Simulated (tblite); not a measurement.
C9H9Cl.
SMILES with atom numbers: `[CH2:1]=[CH:2][C:3]1=[CH:4][CH:5]=[C:6]([Cl:7])[CH:8]=[CH:9][CH2:10]1` (hydrogens: H11, H12 on C1; H13 on C2; H14 on C4; H15 on C5; H16 on C8; H17 on C9; H18, H19 on C10)

Structure used (GFN2-xTB), in Å, numbered top down from 1:
```
atom  x, y, z in Å
C1    -2.6803   -0.0087   -1.3711
C2    -2.1428   -0.1377   -0.1606
C3    -0.7462   -0.3551    0.1477
C4    -0.3050   -0.2736    1.4274
C5     1.0598   -0.2704    1.8398
C6     2.0791    0.2550    1.1170
Cl7    3.6501    0.3546    1.8604
C8     1.9561    0.9093   -0.1529
C9     1.0647    0.5447   -1.0833
C10    0.2511   -0.6943   -0.9252
H11   -2.1009   -0.0559   -2.2772
H12   -3.7344    0.1682   -1.4968
H13   -2.7861   -0.0488    0.7065
H14   -1.0311   -0.1864    2.2253
H15    1.2640   -0.5862    2.8540
H16    2.6177    1.7460   -0.3270
H17    0.9189    1.1488   -1.9668
H18    0.8869   -1.5106   -0.5719
H19   -0.2315   -0.9895   -1.8526
```

Calculated harmonic vibrations of the isolated species, GFN2-xTB (tblite), most abundant isotopes, no scaling. Against measured fundamentals such values can be off by several per cent, at times by over 20. One conformer, not necessarily the lowest.

Harmonic wavenumbers (cm⁻¹): 60.0, 106.2, 131.3, 248.4, 255.6, 272.4, 310.3, 344.0, 371.1, 449.2, 511.1, 519.0, 572.1, 633.1, 675.3, 773.8, 812.8, 821.4, 864.0, 879.4, 883.7, 892.0, 962.4, 1001.3, 1018.7, 1032.9, 1044.2, 1144.7, 1146.4, 1210.8, 1237.9, 1269.2, 1289.6, 1305.4, 1342.7, 1370.2, 1414.4, 1465.1, 1528.0, 1606.6, 1635.3, 1657.9, 2951.5, 3039.6, 3045.3, 3054.5, 3068.0, 3069.6, 3082.1, 3111.0, 3133.2.

A = 3329, B = 619.6, C = 546.8 MHz; mass 152.039 u (most abundant isotopes); point group C1, symmetry number 1.

Q: What is the zero-point energy?

A: ½Σν̃ = 32312 cm⁻¹ = 386.54 kJ/mol.

Q: Entropy at 298.15 K, 1 bar (ideal gas, RRHO, classical rotation)?

A: Translation 171.51, rotation 125.66, vibration 103.26: S = 400.4 J/(mol K).

Q: And Cp and H(298.15 K) − H(0)?

A: Cp = 160.59 J/(mol K), of which vibrations give 127.33 (their classical limit is 51 R = 424.0); H(298.15 K) − H(0) = 27.45 kJ/mol without the zero-point energy, 17.53 from vibrations.

Q: How do the functions run with temperature in this model?

A: 
| T (K) | S (J/(mol K)) | Cp (J/(mol K)) | H − H(0) (kJ/mol) | G − H(0) (kJ/mol) | ln q(vib) |
| --- | --- | --- | --- | --- | --- |
| 50 | 245.3 | 47.6 | 1.92 | -10.34 | 0.27 |
| 100 | 284.6 | 68.9 | 4.83 | -23.64 | 1.06 |
| 373.15 | 440.2 | 194.6 | 40.79 | -123.48 | 7.16 |
| 500 | 504.2 | 243.4 | 68.70 | -183.43 | 10.31 |
| 750 | 616.5 | 308.9 | 138.44 | -323.91 | 16.51 |
| 1000 | 711.4 | 349.9 | 221.16 | -490.21 | 22.38 |

q(vib) and H(0) count from the zero-point level.

Q: What must be added to the electronic energy to get the Gibbs energy at 298.15 K and 1 bar?

A: ZPE + [H(298.15 K) − H(0)] − T·S = 386.54 + 27.45 − 119.39 = 294.60 kJ/mol.

Hindered rotation and anharmonicity are outside this model. Other conformers, if any are populated, would add a mixing term that is left out. The structure is chiral; the term R ln 2 for an equal mix with its mirror image is left out.
